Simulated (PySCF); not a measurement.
SiBr2F2, SMILES F[Si](F)(Br)Br. Geometry optimised at PBE-D3(BJ)/def2-SVP.

These are PBE-D3(BJ)/def2-SVP (PySCF 2.14.0) values and carry that method's errors.

Harmonic wavenumbers (cm⁻¹): 109, 169, 221, 236, 253, 395, 540, 867, 953. Rotational constants (GHz): 2.229, 0.8482, 0.7283; symmetry number 2.

**Question.** Work out the zero-point energy and the ideal-gas rigid-rotor harmonic-oscillator thermochemistry at 298.15 K and 1 atm.

**Answer.** ZPE = ½ Σ hcν = ½ × 3743 cm⁻¹ = 5.35 kcal/mol. H − E(el) = 9.89 kcal/mol. Entropy in cal/(mol K): translation 42.15, rotation 28.46, vibration 13.04, total 83.64. G − E(el) = -15.05 kcal/mol. Cp = 20.74 cal/(mol K). Modes under 150 cm⁻¹ make the vibrational entropy uncertain.
